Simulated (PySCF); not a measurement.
A compound of formula C20H12O2 has these computed shifts in ppm, with the number of atoms in brackets (GIAO PBE/pcSseg-1, gas phase, PySCF SCF with an in-house response code, fitting set def2-universal-JFIT, grid level 2, non-relativistic, on the GFN2-xTB geometry; 13C, 1H against isolated TMS; 17O against isolated H2O).

17O: 704.6 (1), 658.2 (1)
13C: 185.4 (1), 180.8 (1), 159.4 (1), 151.2 (1), 150.4 (1), 148.5 (1), 145.2 (1), 141.5 (1), 141.2 (1), 141.0 (1), 140.0 (1), 138.9 (1), 138.7 (1), 138.3 (1), 137.6 (1), 136.3 (1), 134.5 (1), 133.3 (1), 132.9 (1), 132.7 (1)
1H: 7.84 (1), 7.71 (1), 7.56 (1), 7.50 (1), 7.48 (1), 7.34 (1), 7.11 (1), 7.11 (1), 6.88 (1), 6.81 (1), 6.64 (1), 5.96 (1)

Question: Which structure gave them?

Answer: O=c1ccc2cccc3c(cc(=O)cc4ccccc43)c-2c1. Other isomers were not compared.
